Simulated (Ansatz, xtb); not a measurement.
# Ligand exchange: CH2N2 + C2H8OSi → HOCN + C2H9NSi

Species: CH2N2 (cyanamide) `N#CN`, singlet; C2H8OSi `CC[SiH2]O`, singlet; HOCN `N#CO`, singlet; C2H9NSi `CC[SiH2]N`, singlet. The partners trade NH2 for OH: C–NH2 and Si–OH bonds give way to C–OH and Si–NH2.

Shapes, held fixed at every level: PBE0-D4/def2-TZVP. Flexible molecules stand in one conformer, not always the lowest. Programs: Ansatz 0.2.0, xtb 6.7.1. The zero-point and thermal change to 298 K, harmonic and unscaled (PBE0-D4/def2-TZVP), is -1.2 kJ/mol.

Task: Estimate ΔH(298 K) of this reaction.

Result: The highest level, CCSD(T)/CBS estimate, gives ΔH(298 K) = +86.8 kJ/mol; the levels span -16.8 to +88.2. They disagree on the sign: 7 of 8 are positive. GFN0-xTB strays far from the other rows. The column of differences is taken from that level and isn't an error. No measured value is set beside it here. The CBS estimate extrapolates MP2 from def2-TZVPP and def2-QZVPP and adds CCSD(T) − MP2 in the triple-zeta set, cores frozen. Times are processor times on shared x86 and Arm servers, and rough.

```json
{"level": "GFN0-xTB", "kind": "semi-empirical", "ΔH(298 K) (kJ/mol)": "-16.8", "less CCSD(T)/CBS estimate": "-103.6", "CPU time (sum over the molecules)": "0.19 s"}
{"level": "PBE-D4/def2-TZVPP", "kind": "GGA", "ΔH(298 K) (kJ/mol)": "+80.8", "less CCSD(T)/CBS estimate": "-6.0", "CPU time (sum over the molecules)": "29 s"}
{"level": "r2SCAN-D4/def2-TZVPP", "kind": "meta-GGA", "ΔH(298 K) (kJ/mol)": "+85.9", "less CCSD(T)/CBS estimate": "-0.9", "CPU time (sum over the molecules)": "62 s"}
{"level": "wB97X-V/def2-TZVPP", "kind": "range-separated hybrid", "ΔH(298 K) (kJ/mol)": "+85.8", "less CCSD(T)/CBS estimate": "-1.0", "CPU time (sum over the molecules)": "87 s"}
{"level": "MP2/def2-SVP", "kind": "perturbation theory", "ΔH(298 K) (kJ/mol)": "+80.4", "less CCSD(T)/CBS estimate": "-6.4", "CPU time (sum over the molecules)": "–"}
{"level": "MP2/def2-TZVPP", "kind": "perturbation theory", "ΔH(298 K) (kJ/mol)": "+88.2", "less CCSD(T)/CBS estimate": "+1.4", "CPU time (sum over the molecules)": "–"}
{"level": "CCSD(T)/def2-SVP", "kind": "coupled cluster or CI", "ΔH(298 K) (kJ/mol)": "+78.0", "less CCSD(T)/CBS estimate": "-8.8", "CPU time (sum over the molecules)": "37 s"}
{"level": "CCSD(T)/CBS estimate", "kind": "coupled cluster or CI", "ΔH(298 K) (kJ/mol)": "+86.8", "less CCSD(T)/CBS estimate": "0.0", "CPU time (sum over the molecules)": "22 min"}
```
